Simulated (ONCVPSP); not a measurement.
## What one change does to a pseudopotential (K (Z = 19), ONCV)

```
Element                 : K (Z = 19)
Generator               : ONCVPSP 4.0.1
Type                    : optimised norm-conserving Vanderbilt (ONCV)
Functional              : PBEsol
Relativity              : scalar-relativistic
Frozen core             : [Ne]
Valence charge          : 9
Reference configuration : 3s2 3p6 4s1
Partial waves           : 3s+4s: rc 2.45 bohr, ncon 4, nbas 8, qcut 5.5 1/bohr, 2 projectors; 3p: rc 2.20 bohr, ncon 4, nbas 7, qcut 6.9 1/bohr, 2 projectors, debl 2.6 Ha; d scattering state at 0.02 Ha: rc 2.20 bohr, ncon 4, nbas 7, qcut 3.9 1/bohr, local
Local potential         : the d channel
Core correction         : none
```

Change: all radii scaled by about 0.77 (s 1.90, p 1.70, d 1.70 bohr).

Cutoffs: the cutoffs (Ha) at which the residual kinetic energy of the hardest occupied pseudo-wave falls to 1 and 0.1 mHa per electron; they do not see the model core or the augmentation charge, which bear on the density cutoff. Errors are all-electron minus pseudo energies relative to the spin-unpolarised reference configuration.

Q: How do hardness, ghosts and transferability respond?

A: The potential gets neither clearly harder nor softer (13 Ha and 16 Ha → 12 Ha and 14 Ha); the bound ghosts move from p, s to s; the lowest positive-energy flag moves from none to p at 46.2 eV; of the 4 tests that both files solve, the error grows in 0 and shrinks in 3 by more than 15 % and 0.3 meV (median size 6.8 → 3.0 meV). Less of the atom is replaced, so other configurations are described better.

| quantity | base | changed |
| --- | --- | --- |
| cutoff, loose | 13 Ha | 12 Ha |
| cutoff, tight | 16 Ha | 14 Ha |
| loose cutoff by channel | s 4.6 Ha, p 13 Ha | s 11 Ha, p 12 Ha |
| bound ghosts | s, p | s |
| GHOST(+) flags under 300 eV | none | p at 46.2 eV |
| error for 3s2 3p6 4s0, meV [ΔE 4.22 eV] | -0.4 | -0.1 |
| error for 3s2 3p6 4s0.5, meV [ΔE 1.62 eV] | -0.1 | 0.0 |
| error for 3s2 3p6 4s0 4p1, meV [ΔE 1.52 eV] | -39 | +6.6 |
| error for 3s2 3p5 4s1, meV [ΔE 24.90 eV] | -13 | +5.9 |

 A true bound ghost makes a file unfit for plane-wave use even where its test errors are small: the radial tests pick states by their node count and pass the ghost by.
